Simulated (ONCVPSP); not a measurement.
Which change was made? (He, ONCV)

- Element: helium (He)
- Generator: ONCVPSP 4.0.1
- Type: optimised norm-conserving Vanderbilt (ONCV)
- Functional: PBE
- Relativity: scalar-relativistic
- Frozen core: none
- Valence charge: 2
- Reference configuration: 1s2
- Partial waves: 1s: rc 0.45 bohr, ncon 4, nbas 9, qcut 15 1/bohr, local; p scattering state at 0.38 Ha: rc 0.45 bohr, ncon 4, nbas 7, qcut 18.8 1/bohr, 2 projectors, debl 3.3 Ha
- Local potential: the s channel
- Core correction: none

Cutoffs, loose and tight: the cutoffs (Ha) at which the residual kinetic energy of the hardest occupied pseudo-wave falls to 1 and 0.1 mHa per electron. They do not see the model core or the augmentation charge, which bear on the density cutoff. Test errors are all-electron minus pseudo excitation energies from the reference, over the configurations 1s1; 1s1.5; variants that change the core or the reference have their own tests.

The base gives: outcome: generated; cutoff, loose: 94 Ha; cutoff, tight: 270 Ha; bound ghosts: none; GHOST(+) flags above zero: none; largest test error (meV): +1.6.

**Question.** After one change the result is: outcome: generated; cutoff, loose: 123 Ha; cutoff, tight: 172 Ha; bound ghosts: none; GHOST(+) flags above zero: none; largest test error (meV): -0.3. Which change was it?
A. s: qcut 10; p: qcut 12.5
B. s: qcut 22; p: qcut 27.5
C. s: qcut 10.8; p: qcut 13.6

**Answer.** B. The others give: s: qcut 10; p: qcut 12.5 → outcome: generated; cutoff, loose: 357 Ha; cutoff, tight: 1096 Ha; bound ghosts: none; GHOST(+) flags above zero: none; largest test error (meV): +3.5 | s: qcut 10.8; p: qcut 13.6 → outcome: generated; cutoff, loose: 207 Ha; cutoff, tight: 1066 Ha; bound ghosts: none; GHOST(+) flags above zero: none; largest test error (meV): +3.2.
